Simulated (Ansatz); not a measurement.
```yaml
crystal:
  periodic: [false, false, false]
  atoms:
    - {symbol: Al, position_ang: [-1.704616, 1.500846, 0.400479]}
    - {symbol: Si, position_ang: [0.110403, 0.363573, -0.711589]}
    - {symbol: Si, position_ang: [1.656532, -1.099797, 0.254317]}
    - {symbol: Br, position_ang: [-1.918254, -0.887318, -0.672994]}
    - {symbol: H, position_ang: [-2.600900, 2.473019, -0.466234]}
    - {symbol: H, position_ang: [-1.811934, 1.302899, 1.965548]}
    - {symbol: H, position_ang: [0.377585, 0.496210, -2.172214]}
    - {symbol: H, position_ang: [1.776732, -2.352715, -0.536698]}
    - {symbol: H, position_ang: [1.214040, -1.420559, 1.635201]}
    - {symbol: H, position_ang: [2.983511, -0.427358, 0.307084]}
basis:
  gaussian: {orbitals: def2-mTZVP}
hamiltonian: {xc: {name: r2SCAN}, dispersion: d3bj, pseudopotentials: {relativity: scalar}}
multiplicity: 3
output: {forces: true}
```

```sh
$ ansatz run in.yaml --threads 4 --pin off --events-out ev --progress --plain --max-ram 10444MiB
```

It prints (some lines left out):

```
Error: YAML parse error: error: line 17 column 1: unknown field `multiplicity`, expected one of crystal, accuracy, basis, kpoints, hamiltonian, magnetization, projection, total_charge, correlation, batch, efield, external_charges, scf, relax, neb, saddle, md, ramp, phonons, dielectric, real_time, elastic, magnetic_configurations, gw, evaluate, workflow, output, checkpoint, execution
15 |   gaussian: {orbitals: def2-mTZVP}
16 | hamiltonian: {xc: {name: r2SCAN}, dispersion: d3bj, pseudopotenti…
17 | multiplicity: 3
18 | output: {forces: true}
```

Question: What is wrong with this run?

Answer: The input holds a key that doesn't belong there. The program refused the input.
